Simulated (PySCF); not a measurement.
Input for PySCF: D3(BJ) and D4 dispersion corrections on CH5N (SMILES CN).

```python
from pyscf import gto
from pyscf.dispersion import dftd3, dftd4

mol = gto.M(
    atom='''
    C     0.19514320    0.64616053    0.15493860
    N    -0.56010423   -0.44249955    0.79306772
    H     0.98551637    0.95849630    0.83591643
    H    -0.46975874    1.49362859   -0.01173294
    H     0.64670163    0.36390524   -0.80059178
    H     0.05626637   -1.22401419    0.99038360
    H    -1.30299013   -0.77823828    0.19093149
    ''',
    basis='def2-svp',
    charge=0, spin=0, verbose=0, max_memory=1800)
d3, d4 = {}, {}
for xc in ['hf', 'pbe', 'blyp', 'revpbe', 'tpss', 'r2scan', 'b3lyp', 'pbe0', 'bhlyp', 'camb3lyp', 'b2plyp']:
    d3[xc] = float(dftd3.DFTD3Dispersion(mol, xc=xc, version='d3bj', atm=False).get_dispersion()['energy'])
    print(f'D3(BJ) {xc:10s} {d3[xc]:14.8f} Eh')
for xc in ['hf', 'pbe', 'blyp', 'revpbe', 'tpss', 'r2scan', 'b3lyp', 'pbe0', 'bhlyp', 'camb3lyp', 'b2plyp']:
    d4[xc] = float(dftd4.DFTD4Dispersion(mol, xc={'camb3lyp': 'cam-b3lyp'}.get(xc, xc), atm=True).get_dispersion()['energy'])
    print(f'D4     {xc:10s} {d4[xc]:14.8f} Eh')
```

Output:

```
D3(BJ) hf            -0.02633157 Eh
D3(BJ) pbe           -0.00266572 Eh
D3(BJ) blyp          -0.00541919 Eh
D3(BJ) revpbe        -0.00749182 Eh
D3(BJ) tpss          -0.00318719 Eh
D3(BJ) r2scan        -0.00065924 Eh
D3(BJ) b3lyp         -0.00434954 Eh
D3(BJ) pbe0          -0.00212175 Eh
D3(BJ) bhlyp         -0.00317433 Eh
D3(BJ) camb3lyp      -0.00169463 Eh
D3(BJ) b2plyp        -0.00183705 Eh
D4     hf            -0.00948992 Eh
D4     pbe           -0.00208475 Eh
D4     blyp          -0.00493817 Eh
D4     revpbe        -0.00888570 Eh
D4     tpss          -0.00284139 Eh
D4     r2scan        -0.00049637 Eh
D4     b3lyp         -0.00332901 Eh
D4     pbe0          -0.00168878 Eh
D4     bhlyp         -0.00208224 Eh
D4     camb3lyp      -0.00163694 Eh
D4     b2plyp        -0.00143275 Eh
```

The run finished.

Cost: very roughly 0.04 core-seconds.
